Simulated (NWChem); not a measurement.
# InI2Cl; SMILES [Cl][In]([I])[I]

```xyz
4

In     0.0000     0.0000    -0.5560
Cl     0.0000     0.0000    -2.8918
I      2.3205     0.0000     0.7208
I     -2.3205     0.0000     0.7208
```
Atoms are numbered in this order, from 1.

Program: NWChem. The geometry was optimised at PBE0/def2-SVP. No frequency run checked for a minimum. def2 effective core potentials on In, I; no spin-orbit coupling. Ions are spin-unrestricted doublets at the neutral geometry; other ion states weren't tried.

**Question.** Estimate the computed values for CAM-B3LYP/def2-SVP. Quantities: vertical ionisation energy, ΔSCF (eV); −ε(HOMO) (eV).

**Answer.** The vertical ionisation energy, ΔSCF (eV) is 10.04 and the −ε(HOMO) (eV) is 9.16.
